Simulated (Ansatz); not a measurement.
One change: `C=[C]([SiH3])[InH2]` becomes `C=C([SiH3])C=S`.

Ansatz, PBE0-D4/def2-TZVP geometries, multiplicity 1. Each molecule was computed in one conformer, which needn't be the lowest.

Elements past krypton have def2 core potentials.

```json
{"property": "size of the dipole moment (ωB97M-V/def2-TZVPP) / D", "`C=[C]([SiH3])[InH2]`": "0.75"}
{"property": "HOMO energy (PBE/def2-TZVPP) / eV", "`C=[C]([SiH3])[InH2]`": "-6.19"}
{"property": "LUMO energy (ωB97M-V/def2-TZVPP) / eV", "`C=[C]([SiH3])[InH2]`": "-0.35"}
{"property": "HOMO energy (ωB97M-V/def2-TZVPP) / eV", "`C=[C]([SiH3])[InH2]`": "-9.40"}
{"property": "LUMO energy (PBE0/def2-TZVPP) / eV", "`C=[C]([SiH3])[InH2]`": "-1.90"}
{"property": "HOMO–LUMO gap (ωB97M-V/def2-TZVPP) / eV", "`C=[C]([SiH3])[InH2]`": "9.05"}
```

Task: Give the same properties after the change, and the shifts. (An estimate is asked.)

Result: Ansatz gave: 
| property | `C=C([SiH3])C=S` | shift |
| --- | --- | --- |
| size of the dipole moment (ωB97M-V/def2-TZVPP) / D | 1.99 | 1.24 |
| HOMO energy (PBE/def2-TZVPP) / eV | -5.35 | 0.84 |
| LUMO energy (ωB97M-V/def2-TZVPP) / eV | -0.74 | -0.39 |
| HOMO energy (ωB97M-V/def2-TZVPP) / eV | -8.80 | 0.60 |
| LUMO energy (PBE0/def2-TZVPP) / eV | -2.83 | -0.93 |
| HOMO–LUMO gap (ωB97M-V/def2-TZVPP) / eV | 8.06 | -0.99 |

With PBE0 the HOMO rises by 0.71 eV and the LUMO falls by 0.93 eV, so the gap narrows by about 1.64 eV. PBE moves the HOMO by 0.84 eV and ωB97M-V by 0.60 eV. Dipoles are sizes alone; their direction can turn.
